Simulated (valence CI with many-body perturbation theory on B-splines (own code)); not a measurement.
From CI to CI+MBPT in Cr⁹⁺

Calculated by valence CI with perturbative core correlation (CI+MBPT): five valence electrons over a frozen Dirac-Fock core [Ne], a basis of 9 s, 9 p, 8 d, 6 f, 3 g, 1 h functions for each j, with the one-electron correlation potential Σ1, the two-electron term Σ2, the three-electron term Σ3, Breit, model QED; selected CI, second order for the rest, scaled by the run's own slope (own B-spline code, finite nucleus).

No measured spectrum was set against this ion. As an estimate, levels of excited configurations hold to 0.05 to 0.15 % of their energy, terms of the ground configuration to about 0.5 %. Among the levels kept, up to 670 cm⁻¹ of a level comes from second order outside the variational space, and about a tenth of that is noise between levels of different J, which matters for small intervals.

Each rung adds one term. CI alone is the Dirac-Coulomb CI over the frozen core; QED comes last and gives the full result, which names the levels. Energies are above 3s2.3p3 4S°_3/2 on the same rung, in cm⁻¹.

Names give the largest LS component (configuration and term), which can be under half, so a name can repeat, a term be missing and a line seem to break the LS rules; names also repeat where a configuration has a term twice. Letters in brackets count levels of one name in rising energy.

```tsv
Level	CI alone	Σ1	Σ2	Σ3	Breit	QED	Full
3s2.3p3 2D°_3/2	37764	+36	-348	-181	+74	-6	37339
3s2.3p3 2D°_5/2	40222	+67	-325	-173	-101	+5	39694
3s2.3p3 2P°_1/2	65013	+83	-499	-296	-35	0	64264
3s2.3p3 2P°_3/2	68299	+124	-457	-282	-210	+13	67488
3s.3p4 4P_5/2	234028	-385	+310	+191	+69	-348	233866
3s.3p4 4P_3/2	240146	-340	+346	+190	-52	-332	239958
3s.3p4 4P_1/2	243131	-323	+356	+187	-127	-325	242899
3s.3p4 2D_3/2	290725	-302	-360	+77	-53	-300	289786
3s.3p4 2D_5/2	291778	-285	-351	+80	-156	-297	290769
3s2.3p2.3d 2P_3/2 [a]	335448	-280	-1189	-48	-220	-188	333522
3s.3p4 2P_1/2	339577	-256	-1251	-94	-193	-216	337568
3s.3p4 2S_1/2	351263	-183	-1187	-207	-271	-266	349150
3s2.3p2.3d 4F_3/2	369493	-329	-739	-433	-257	-19	367716
3s2.3p2.3d 4F_5/2	371913	-300	-731	-431	-380	-12	370060
3s2.3p2.3d 4F_7/2	375439	-260	-723	-430	-549	-3	373473
3s2.3p2.3d 4F_9/2	379955	-214	-717	-432	-767	+11	377836
3s2.3p2.3d 2F_5/2 [a]	382687	-290	-840	-462	-411	-14	380670
3s2.3p2.3d 2F_7/2 [a]	385399	-256	-832	-464	-533	-7	383308
3s2.3p2.3d 4D_1/2	385537	-271	-825	-475	-383	-11	383572
3s2.3p2.3d 4D_3/2	386301	-261	-823	-476	-445	-9	384287
3s2.3p2.3d 4D_5/2	389035	-228	-812	-472	-600	0	386924
3s2.3p2.3d 4D_7/2	395048	-170	-796	-464	-837	+17	392798
3s2.3p2.3d 2G_7/2	426454	-195	-967	-774	-558	-1	423960
3s2.3p2.3d 2G_9/2	428230	-146	-970	-776	-714	+8	425633
3s2.3p2.3d 2P_3/2 [b]	438925	-216	-4207	-691	-235	-187	433388
3s2.3p2.3d 2P_1/2 [a]	446636	-160	-4091	-688	-436	-157	441103
3s2.3p2.3d 4P_5/2	447768	-233	-3875	-929	-479	-44	442207
3s2.3p2.3d 4P_3/2	450664	-232	-3826	-927	-480	-40	445159
3s2.3p2.3d 4P_1/2	452572	-228	-3920	-917	-499	-39	446969
3s2.3p2.3d 2D_3/2 [a]	456391	-186	-1630	-1016	-404	-27	453128
3s2.3p2.3d 2D_5/2 [a]	464225	-122	-1974	-1002	-648	-19	460459
```

The middle columns are the shifts that each term adds.

(1) How does the ionisation energy move along the ladder, and which term matters most?

Results:

(1) CI alone 241.68, + Σ1 242.20, + Σ2 242.07, + Σ3 241.90, + Breit 241.87, + QED 241.87 eV. The largest step is Σ1, 0.52 eV. NIST lists 244.5 ± 0.5 eV (semi-empirical), further off than its uncertainty and the later steps.
